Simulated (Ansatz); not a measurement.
C2H5ClO2Si, SMILES `O=CC(Cl)O[SiH3]`, 11 atoms. Total charge 0; spin multiplicity 1. All runs use 4 threads of an Arm Neoverse V1 on a shared host. Correlated methods freeze the cores.

Q: How many basis functions does each run have, and how long does it take in Ansatz? RKS PBE0-D4/def2-TZVP frequencies; RKS revPBE-D4/def2-TZVPP energy; RHF-CCSD(T)/def2-TZVPP energy; RKS r2SCAN0-D4/def2-TZVPP energy; RKS B97M-V/def2-TZVPP energy; direct RPA on PBE orbitals/def2-TZVPP energy; RKS PBE-D4/def2-TZVPP energy and forces; RKS PBE0-D4/def2-TZVP relaxation (14 steps); RKS ωB97M-V/def2-SVP energy; RKS ωB97M-V/def2-QZVPP energy; RHF-CCSD(T)/def2-SVP energy; RHF-MP2/def2-QZVPP energy. (An estimate is asked.)

A: The calculation gave: Other jobs shared the machine, so times are rough.

```csv
level,job,functions,wall time,peak host memory (GiB)
RKS revPBE-D4/def2-TZVPP,energy,278,2.6 s,0.41
RKS PBE-D4/def2-TZVPP,energy and forces,278,3.2 s,0.41
RKS ωB97M-V/def2-SVP,energy,117,6 s,0.54
RKS r2SCAN0-D4/def2-TZVPP,energy,278,7 s,0.86
direct RPA on PBE orbitals/def2-TZVPP,energy,278,7.5 s,0.73
RHF-CCSD(T)/def2-SVP,energy,117,8.5 s,0.63
RKS B97M-V/def2-TZVPP,energy,278,11 s,0.51
RKS ωB97M-V/def2-QZVPP,energy,518,25 s,2.6
RHF-MP2/def2-QZVPP,energy,518,36 s,3.6
RKS PBE0-D4/def2-TZVP,relaxation (14 steps),228,67 s,0.68
RKS PBE0-D4/def2-TZVP,frequencies,228,3.7 min,0.69
RHF-CCSD(T)/def2-TZVPP,energy,278,5.2 min,7.8
```
